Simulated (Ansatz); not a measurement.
The same path of CH6OSi + H2Se (12 atoms, charge 0, multiplicity 1) was run twice with different band settings. Lost on the way: Si1–H2, H7–Se8. Made: Si1–Se8, H2–H7.

Computed with Ansatz 0.2.0, RKS PBE0/def2-SVP.

Relaxed end points:

```xyz
12
Properties=species:S:1:pos:R:3
Si -0.075 -0.128 1.703
H 1.328 -0.536 1.977
O -0.251 -0.181 0.041
C -1.439 0.144 -0.632
H -1.036 -1.063 2.366
H -0.330 1.255 2.213
H 3.325 0.436 -1.492
Se 2.402 -0.300 -2.366
H -2.263 -0.542 -0.365
H -1.766 1.178 -0.419
H -1.262 0.061 -1.715
H 1.365 -0.325 -1.313
```

```xyz
12
Properties=species:S:1:pos:R:3
Si 0.145 -0.199 0.472
H 3.582 -0.001 2.251
O -1.386 -0.575 -0.039
C -2.230 0.273 -0.771
H 0.621 -1.403 1.197
H 0.160 1.026 1.327
H 3.411 0.062 1.511
Se 1.558 0.343 -1.244
H -2.503 1.177 -0.196
H -1.764 0.596 -1.718
H -3.155 -0.273 -1.008
H 1.561 -1.028 -1.782
```

Common settings: movable images 5; climbing image yes; optimiser quadratic models (default); start path through a guess of the saddle point; force threshold 0.05 eV/Å; iteration limit 60; end points relaxed.

| run | spring |
| --- | --- |
| 1 | 5.0 eV/Å² |
| 2 | 0.5 eV/Å² |

Task: What does each run give, and how far can it be trusted?

Result: Run 1: converged after 25 iterations, highest image 1.734 eV above the first end. Neighbouring images differ by up to 1.8 eV, so the band resolves the path poorly. A vibrational analysis at the climbing image gives one clearly imaginary mode, 1021i cm⁻¹: a first-order saddle point.
Run 2: converged after 18 iterations, highest image 1.734 eV above the first end. Neighbouring images differ by up to 1.6 eV, so the band resolves the path poorly. Another band between the same ends (5 images) ends at a top of the same energy, where a vibrational analysis finds 1 clearly imaginary mode.
The orbitals stay closed-shell, which can raise the energy where a bond breaks towards radicals; this wasn't checked here.
